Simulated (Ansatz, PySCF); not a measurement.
C₃H₉OSi, SMILES C[Si](C)(C)[O], multiplicity 2. Atoms are numbered in the order given.

```xyz
14

C     -0.5133     1.6422    -0.4771
Si     0.0987     0.1174     0.4230
C      1.6778    -0.5324    -0.3476
C     -1.2288    -1.2161     0.4873
O      0.3202     0.4385     2.0679
H     -0.7170     1.4168    -1.5364
H     -1.4400     2.0192    -0.0184
H      0.2349     2.4495    -0.4452
H      2.0321    -1.4268     0.1869
H      1.5170    -0.8003    -1.4044
H      2.4774     0.2239    -0.3126
H     -1.4708    -1.5221    -0.5437
H     -2.1460    -0.8416     0.9643
H     -0.8785    -2.0998     1.0400
```
Charge 0, spin multiplicity 2.

The structure is a stationary point at PBE0-D3(BJ)/def2-SVP. The isomer is the one that the SMILES or the coordinates give; other isomers of the formula were not compared.

Two levels are set side by side: PBE-D3(BJ)/def2-SVP (Ansatz, a quantum-chemistry and plane-wave program) and PBE0-D3(BJ)/def2-SVP (Ansatz). Each level has its own optimised geometry; the coordinates shown are those of the second. Frequencies come from the Hessian of PySCF at each geometry. Differences are taken from unrounded values.

| quantity | PBE0-D3(BJ) | PBE-D3(BJ) | PBE-D3(BJ) minus PBE0-D3(BJ) |
|---|---|---|---|
| mean bond length (Å) | 1.325 | 1.334 | 0.009 |
| bond C1–Si2 (Å) | 1.873 | 1.888 | 0.015 |
| bond Si2–C3 (Å) | 1.873 | 1.888 | 0.015 |
| bond Si2–C4 (Å) | 1.883 | 1.920 | 0.037 |
| bond Si2–O5 (Å) | 1.691 | 1.671 | -0.019 |
| bond C1–H6 (Å) | 1.102 | 1.110 | 0.008 |
| bond C1–H7 (Å) | 1.101 | 1.108 | 0.008 |
| bond C1–H8 (Å) | 1.101 | 1.109 | 0.008 |
| bond C3–H9 (Å) | 1.101 | 1.108 | 0.008 |
| bond C3–H10 (Å) | 1.102 | 1.110 | 0.008 |
| bond C3–H11 (Å) | 1.101 | 1.109 | 0.008 |
| bond C4–H12 (Å) | 1.102 | 1.111 | 0.008 |
| bond C4–H13 (Å) | 1.100 | 1.106 | 0.006 |
| bond C4–H14 (Å) | 1.100 | 1.106 | 0.006 |
| highest harmonic wavenumber (cm⁻¹) | 3184 | 3118 | -67 |
| mean harmonic wavenumber (cm⁻¹) | 1373 | 1328 | -45 |
| zero-point energy (kcal/mol) | 70.66 | 68.34 | -2.31 |

Exact exchange shortens and stiffens bonds; PBE has none. Differences between two approximate levels are no errors against the true value.
